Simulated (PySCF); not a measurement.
```xyz
6
charge 0 multiplicity 1, angstrom
W     0.0000    0.0000    0.1481
O     0.0000    0.0000    1.8163
Cl    2.2326    0.0000   -0.4034
Cl    0.0000    2.2326   -0.4034
Cl   -2.2326    0.0000   -0.4034
Cl    0.0000   -2.2326   -0.4034
```

Method: PySCF, PBE0, basis W def2-SVP with ECP60, O def2-SVP, Cl def2-SVP (scalar-relativistic core potentials, no spin–orbit coupling, density fitting).

This geometry of WOCl4 is a stationary point at this level.

Q: What is the point group?

A: C4v.

Q: Is it a minimum?

A: Yes: all harmonic wavenumbers are real, though the softest, 41 cm⁻¹, leaves little margin.

Q: What are the dipole moment and the gap between the highest occupied and lowest empty levels?

A: 0.59 D and 3.90 eV.

Q: Give the atomic charges and bond orders.

A: 
```
     atom  Mulliken  Löwdin  polar tensor  Mayer order to W1
       W1      0.92   -0.55          2.77                  –
       O2     -0.19   -0.02         -0.55               2.21
Cl3,4,5,6     -0.18    0.14         -0.55               1.14
```

Q: Give the ideal-gas entropy at 298.15 K and 1 bar by parts.

A: translation 181.5, rotation 114.6, vibration 94.0, spin 0.0; total 390.2 J/(mol K).

This need not be the most stable arrangement of these atoms. No spin–orbit coupling is included, which matters more the heavier the element.
